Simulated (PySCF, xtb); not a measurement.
CH₇NSi₃, SMILES [SiH3][Si@H]1N=C[SiH2]1.

Harmonic wavenumbers (cm⁻¹) from xtb 6.7.1 with GFN2-xTB at its own minimum, in rising order: 24, 82, 100, 236, 321, 355, 424, 429, 460, 476, 496, 526, 592, 617, 722, 732, 775, 797, 807, 810, 822, 1230, 1603, 2098, 2206, 2215, 2219, 2241, 2246, 2950.

Q: What does PBE0-D3(BJ)/def2-SVP (PySCF) give at its own minimum? (Estimate from the structure and the level; the computed values follow.)

A: 77, 94, 105, 221, 359, 415, 435, 475, 507, 545, 583, 626, 678, 709, 760, 778, 861, 911, 929, 932, 933, 1293, 1626, 2205, 2213, 2219, 2221, 2231, 2236, 3044. Paired by order, the mean absolute difference is 56 cm⁻¹ and the zero-point energies are 42.3 and 44.6 kcal/mol.
